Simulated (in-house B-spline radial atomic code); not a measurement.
Removing one electron from Xe VII (Xe6+)

Closed shell [Kr] 4d10 5s2. Computed with an all-electron radial atomic-structure program (B-spline basis): Koopmans values of Dirac-Hartree-Fock plus a diagonal self-energy, in second order or with its direct term screened (direct RPA, with the hole-particle interaction, or full time-dependent Hartree-Fock), linearised in energy; no-pair Dirac-Coulomb Hamiltonian, finite nucleus. Shifts add to the Koopmans value (the ΔSCF shift is orbital relaxation alone); the final value takes TDHF screening with Breit and QED.

Command:
```bash
python run_mb.py task.json out
```
Settings (nuclear radius in fm, box in bohr, cutoff in hartree):
```
basis_form          2
Z                   54
core_configuration  [Kr] 4d10 5s2
rms_radius          4.7859
mass_number         132
speed_of_light      137.036
box_radius          9.762
lmax                7
intervals           62
virtual_cutoff      11664.0
```

Run time, properties included: 44 s on 1 thread of Intel(R) Xeon(R) 6975P-C, with other jobs on the host.

Energies in eV:

```csv
subshell,Koopmans,ΔSCF shift,second order,direct RPA,hole-particle,TDHF,Breit + QED,final
5s1/2,89.91,-0.221,?,?,?,?,?,?
```

**Question.** What does the self-energy do to 5s1/2?

**Answer.** It shifts the removal energy by 2.508 eV in second order, 1.352 with direct RPA, 1.560 with the hole-particle term and 1.748 with TDHF screening (quasi-particle weight 0.980); Breit and QED add -0.080 eV. The final value is 91.58 eV, against 91.6 ± 0.5 eV (NIST, semi-empirical).
